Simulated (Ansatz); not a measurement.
Program: Ansatz. Geometries: PBE0-D4/def2-TZVP. ΔE: electronic, gas phase. CCSD(T)/CBS adds triple-zeta CCSD(T) − MP2 to the extrapolated MP2 energy (def2 sets, frozen cores). Functionals use def2-TZVPP. B3LYP here is the variant with VWN-RPA as its local correlation; programs differ in this. For Se outer-core shells are correlated without core-valence functions, which leaves a few kJ/mol of doubt a bond. Scalar relativity is left out up to krypton. One conformer a species, not always the lowest.

Reaction (formal exchange of groups at a C–S bond): `OBSCO` + `[SiH3][SeH]` → `OC[SiH2][SeH]` + `OBS`

(1) Is it downhill or uphill in electronic energy at CCSD(T)/CBS, and by how much? (Estimate.)

(2) What do these levels give: PBE-D4, B3LYP-D4, ωB97X-V, r2SCAN, PBE0, B3LYP, HF/def2-TZVPP, MP2/def2-TZVPP, CCSD(T)/def2-TZVPP, HF/def2-QZVPP, HF/CBS(def2), CCSD/CBS(def2)? (An estimate is asked.)

Largest T1 diagnostic among the species: 0.013.

Answers

(1) Computed: Downhill: ΔE = -4.7 kcal/mol.

(2) The calculation gave: PBE-D4 -3.7, B3LYP-D4 -4.3, ωB97X-V -4.3, r2SCAN -4.0, PBE0 -4.2, B3LYP -4.3, HF/def2-TZVPP -4.7, MP2/def2-TZVPP -4.6, CCSD(T)/def2-TZVPP -4.7, HF/def2-QZVPP -4.7, HF/CBS(def2) -4.7, CCSD/CBS(def2) -5.2 kcal/mol.
